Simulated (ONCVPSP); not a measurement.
## germanium (Ge): one change to an ONCV potential, before and after

| Item | Value |
| --- | --- |
| Element | Ge (Z = 32) |
| Generator | ONCVPSP 4.0.1 |
| Type | optimised norm-conserving Vanderbilt (ONCV) |
| Functional | LDA (Perdew-Zunger) |
| Relativity | scalar-relativistic |
| Frozen core | [Ne] |
| Valence charge | 22 |
| Reference configuration | 3s2 3p6 3d10 4s2 (charge +2) |
| Partial waves | 3s+4s: rc 1.20 bohr, ncon 4, nbas 7, qcut 10.7 1/bohr, 2 projectors; 3p: rc 0.85 bohr, ncon 4, nbas 9, qcut 19.6 1/bohr, 2 projectors, debl 2.5 Ha; 3d: rc 1.00 bohr, ncon 4, nbas 8, qcut 14.4 1/bohr, 3 projectors, debl 1.3 Ha |
| Local potential | polynomial inside 0.65 bohr (lpopt 5, dvloc0 0 Ha) |
| Core correction | Teter function, fcfact 3.25, rcfact 1.6 |

In the p channel the program set the typed energies aside and used -4.978, 0.250 Ha. In the d channel the program set the typed energies aside and used -1.821, 0.250, 1.550 Ha.

All-electron outer shells of the reference configuration (LDA (Perdew-Zunger), scalar-relativistic, ld1.x):

```
shell  level (eV)  outermost node (bohr)  outermost maximum (bohr)
   2p    -1218.20                      –                      0.14
   3s     -187.80                   0.26                      0.54
   3p     -135.45                   0.23                      0.54
   3d      -49.54                      –                      0.50
   4s      -29.63                   0.77                      1.66
```

Change: reference 3s2 3p6 3d10 4s1.5 4p2.5; wave 3p: rc 0.85 bohr, ncon 4, nbas 9, qcut 19.6 1/bohr, 2 projectors, debl 2.5 Ha becomes 3p+4p: rc 0.85 bohr, ncon 4, nbas 9, qcut 19.6 1/bohr, 2 projectors.

Cutoffs: the cutoffs (Ha) at which the residual kinetic energy of the hardest occupied pseudo-wave falls to 1 and 0.1 mHa per electron; they do not see the model core or the augmentation charge, which bear on the density cutoff. Errors are all-electron minus pseudo energies relative to the spin-unpolarised reference configuration.

Question: What does the change do?

Answer: The potential gets neither clearly harder nor softer (92 Ha and 119 Ha → 92 Ha and 119 Ha); a bound ghost appears in d, which as a rule spoils a file.

| quantity | base | changed |
| --- | --- | --- |
| cutoff, loose | 92 Ha | 92 Ha |
| cutoff, tight | 119 Ha | 119 Ha |
| loose cutoff by channel | s 34 Ha, p 86 Ha, d 92 Ha | s 32 Ha, p 86 Ha, d 92 Ha |
| bound ghosts | none | d |
| GHOST(+) flags under 300 eV | none | none |
| largest error over its own tests, meV | -4.5 | -0.9 |
| s: phases at 1.22 bohr within 0.05 rad from the reference energy up to (Ha; the scan ends near 5) | to the end of the scan | to the end of the scan |
| p: phases at 0.86 bohr within 0.05 rad from the reference energy up to (Ha; the scan ends near 5) | to the end of the scan | to the end of the scan |
| d: phases at 1.01 bohr within 0.05 rad from the reference energy up to (Ha; the scan ends near 5) | to the end of the scan | to the end of the scan |
| rms error of d²Exc/dni dnj with the model core, mHa | 1.48 | 1.18 |

 A true bound ghost makes a file unfit for plane-wave use even where its test errors are small: the radial tests pick states by their node count and pass the ghost by.
